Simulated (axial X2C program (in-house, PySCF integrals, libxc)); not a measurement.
Ionising SrH

Computed with an in-house all-electron X2C program for linear molecules (integrals from PySCF), spin-free (one-electron X2C) or two-component (2c: spin–orbit coupling with atomic mean-field Coulomb and Gaunt terms, which also bring small scalar terms), in Dyall basis sets with cores contracted in-house; open shells are unrestricted.

Basis sets: H dyall-v3z, Sr dyall-cv3z. Frozen shells (counts by l): SrH Sr 3s2p1d, H none, 11 electrons correlated; SrH⁺ Sr 3s2p1d, H none, 10 electrons correlated. Coupled cluster in natural virtuals with an MP2 remainder. Where the outer core of a metal is frozen, bonds come out longer and ionisation energies lower.

```json
{"Hamiltonian": "spin-free", "level": "HF", "SrH state": "M_S = 1/2, Λ = 0", "Re (Å)": "2.195", "ωe (cm⁻¹)": "1201.4", "De (eV)": "1.46"}
{"Hamiltonian": "spin-free", "level": "PBE0", "SrH state": "M_S = 1/2, Λ = 0", "Re (Å)": "2.131", "ωe (cm⁻¹)": "1212.8", "De (eV)": "1.83"}
{"Hamiltonian": "spin-free", "level": "MP2", "SrH state": "M_S = 1/2, Λ = 0", "Re (Å)": "2.140", "ωe (cm⁻¹)": "1234.7", "De (eV)": "1.52"}
{"Hamiltonian": "2c", "level": "HF", "SrH state": "Ω = 1/2", "Re (Å)": "2.195", "ωe (cm⁻¹)": "1201.4", "De (eV)": "1.46"}
{"Hamiltonian": "2c", "level": "PBE0", "SrH state": "Ω = 1/2", "Re (Å)": "2.130", "ωe (cm⁻¹)": "1213.0", "De (eV)": "1.83"}
{"Hamiltonian": "2c", "level": "MP2", "SrH state": "Ω = 1/2", "Re (Å)": "2.140", "ωe (cm⁻¹)": "1234.8", "De (eV)": "1.52"}
{"Hamiltonian": "2c", "level": "CCSD", "SrH state": "Ω = 1/2", "Re (Å)": "2.159", "ωe (cm⁻¹)": "1198.7", "De (eV)": "1.71"}
{"Hamiltonian": "2c", "level": "CCSD(T)", "SrH state": "Ω = 1/2", "Re (Å)": "2.157", "ωe (cm⁻¹)": "1196.5", "De (eV)": "1.67"}
```

Adiabatic ionisation energy (minimum to minimum, no zero-point term) and constants of SrH⁺:

```tsv
Hamiltonian	level	SrH⁺ state	IE (eV)	Re (Å)	ωe (cm⁻¹)	De (eV)	fragments
spin-free	HF	M_S = 0, Λ = 0	4.96	2.065	1424.8	1.24	Sr+ + H
spin-free	PBE0	M_S = 0, Λ = 0	5.27	2.019	1428.8	2.17	Sr+ + H
spin-free	MP2	M_S = 0, Λ = 0	5.22	2.023	1455.8	1.88	Sr+ + H
2c	HF	Ω = 0	4.96	2.065	1424.9	1.24	Sr+ + H
2c	PBE0	Ω = 0	5.27	2.019	1429.1	2.17	Sr+ + H
2c	MP2	Ω = 0	5.22	2.022	1455.9	1.88	Sr+ + H
2c	CCSD	Ω = 0	5.23	2.039	1413.9	2.09	Sr+ + H
2c	CCSD(T)	Ω = 0	5.24	2.039	1409.5	2.10	Sr+ + H
```

Add the zero-point terms to the ionisation energy at CCSD(T), 2c, and say whether the electron removed was bonding.

IE0 = IE + (ωe⁺ − ωe)/2 = 5.24 + (0.013) = 5.25 eV. Re changes by -0.118 Å, so the bond shortens, as on loss of an antibonding or a polarising non-bonding electron.

Close the cycle De(SrH⁺) + IE(SrH) = De(SrH) + IE(Sr) to find the atomic ionisation energy at CCSD(T), 2c.

IE(Sr) = 2.10 + 5.24 − 1.67 = 5.67 eV, for the determinants used.

Each entry is the lowest single determinant of a limited PBE0 search at one distance. De goes to single-determinant-based atoms at the same level (for ions the charge split of lowest energy) and is withheld (n/a) where an atom does not fit its ground term or J level. Main or longest-lived isotopes.
